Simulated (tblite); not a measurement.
Compound: C5H7FOSi.
SMILES with atom numbers: `[CH2:1]=[CH:2]/[C:3](=[CH:4]\[SiH3:5])[C:6](=[O:7])[F:8]` (hydrogens: H9, H10 on C1; H11 on C2; H12 on C4; H13, H14, H15 on Si5)

Computed with GFN2-xTB (tblite), gas phase: L-BFGS steps from a force-field or distance-geometry start until the largest atomic force falls under 0.01 eV/Å.

Step 3: E = -673.0546 eV
```
atom  x, y, z in Å  |  force x, y, z in eV/Å
C1     -1.6064    0.7613   -1.5234   -0.619   0.090  -0.345
C2     -0.5425    0.5371   -0.7841    0.177  -0.219   0.352
C3     -0.3863   -0.4786    0.2645   -0.045   0.053  -0.065
C4      0.7858   -0.5477    0.9066    0.434   0.018   0.209
Si5     2.1969    0.6102    0.4932    0.282   0.155  -0.021
C6     -1.4718   -1.4041    0.6265   -0.358   0.149  -0.338
O7     -2.5651   -1.4828    0.1702    0.074  -0.077   0.108
F8     -1.1431   -2.2826    1.6389    0.116   0.319  -0.252
H9     -2.5173    0.2014   -1.4285   -0.093  -0.041  -0.012
H10    -1.5786    1.5479   -2.2557   -0.146   0.023  -0.115
H11     0.3222    1.1730   -0.9690   -0.279  -0.277   0.264
H12     0.9403   -1.2750    1.6821   -0.094  -0.192   0.145
H13     1.8391    1.9252    1.0333    0.073   0.018  -0.062
H14     3.4265    0.1233    1.0932    0.120  -0.072   0.087
H15     2.2961    0.5994   -0.9697    0.358   0.053   0.047
```

Step 4: E = -673.0943 eV
```
atom  x, y, z in Å  |  force x, y, z in eV/Å
C1     -1.6189    0.7634   -1.5296   -0.096  -0.041   0.021
C2     -0.5524    0.5305   -0.7802   -0.092  -0.084   0.085
C3     -0.3789   -0.4798    0.2696   -0.114   0.134  -0.172
C4      0.8004   -0.5457    0.9124    0.059  -0.134   0.165
Si5     2.2133    0.6207    0.4920    0.052  -0.105   0.022
C6     -1.4826   -1.3963    0.6126    0.596   0.150   0.143
O7     -2.5703   -1.4882    0.1729   -0.587  -0.005  -0.289
F8     -1.1378   -2.2672    1.6267    0.092   0.128  -0.083
H9     -2.5232    0.1980   -1.4284   -0.181  -0.037  -0.058
H10    -1.5849    1.5512   -2.2629   -0.148  -0.048  -0.038
H11     0.3116    1.1615   -0.9573   -0.163  -0.142   0.175
H12     0.9359   -1.2862    1.6910   -0.034   0.042  -0.055
H13     1.8424    1.9241    1.0300    0.059   0.155  -0.013
H14     3.4298    0.1206    1.0961    0.216  -0.080   0.124
H15     2.3112    0.6015   -0.9668    0.342   0.067  -0.026
```

Step 5: E = -673.1091 eV
```
atom  x, y, z in Å  |  force x, y, z in eV/Å
C1     -1.6242    0.7633   -1.5307   -0.179  -0.058  -0.014
C2     -0.5608    0.5264   -0.7786    0.044  -0.002   0.069
C3     -0.3764   -0.4781    0.2696   -0.014   0.065  -0.053
C4      0.8076   -0.5469    0.9175   -0.230  -0.046  -0.070
Si5     2.2219    0.6239    0.4919   -0.031  -0.190   0.072
C6     -1.4839   -1.3911    0.6065    0.385   0.068   0.131
O7     -2.5766   -1.4904    0.1717   -0.271   0.076  -0.218
F8     -1.1338   -2.2578    1.6194    0.071   0.041  -0.012
H9     -2.5292    0.1956   -1.4292   -0.139   0.004  -0.078
H10    -1.5902    1.5522   -2.2671   -0.137  -0.119   0.043
H11     0.3043    1.1539   -0.9490   -0.094  -0.057   0.117
H12     0.9333   -1.2908    1.6943   -0.001   0.060  -0.058
H13     1.8449    1.9261    1.0282    0.066   0.156  -0.012
H14     3.4349    0.1181    1.0995    0.211  -0.065   0.121
H15     2.3238    0.6035   -0.9659    0.320   0.068  -0.038
```

**Question.** Estimate the geometry and energy of step 6. (The exact step hangs on the optimiser's Hessian estimate; all steps are aligned on step 5, rigid shifts and turns removed.)

**Answer.** E = -673.1214 eV, largest force 0.292 eV/Å
```
atom  x, y, z in Å  |  force x, y, z in eV/Å
C1     -1.6328    0.7620   -1.5320   -0.020  -0.100   0.095
C2     -0.5681    0.5230   -0.7761   -0.098   0.071  -0.076
C3     -0.3730   -0.4759    0.2697   -0.214   0.003  -0.086
C4      0.8087   -0.5480    0.9194   -0.114  -0.011  -0.058
Si5     2.2294    0.6233    0.4933   -0.064  -0.192   0.110
C6     -1.4833   -1.3856    0.6012   -0.020  -0.035   0.042
O7     -2.5824   -1.4905    0.1686    0.205   0.153  -0.064
F8     -1.1287   -2.2480    1.6123    0.031  -0.043   0.048
H9     -2.5375    0.1935   -1.4315   -0.132   0.006  -0.079
H10    -1.5979    1.5507   -2.2701   -0.124  -0.143   0.083
H11     0.2959    1.1460   -0.9391    0.031   0.078   0.035
H12     0.9309   -1.2945    1.6968    0.003   0.111  -0.108
H13     1.8486    1.9307    1.0262    0.090   0.076  -0.036
H14     3.4436    0.1145    1.1050    0.141  -0.037   0.095
H15     2.3420    0.6068   -0.9657    0.285   0.062  -0.001
```

The energy changes by -0.0123 eV. The first-order estimate −F·Δx gives -0.0185 eV and the mean of the old and new forces, exact on a quadratic surface, -0.0124 eV. The step makes an angle of 55° with the force vector and moves no atom by more than 0.019 Å.
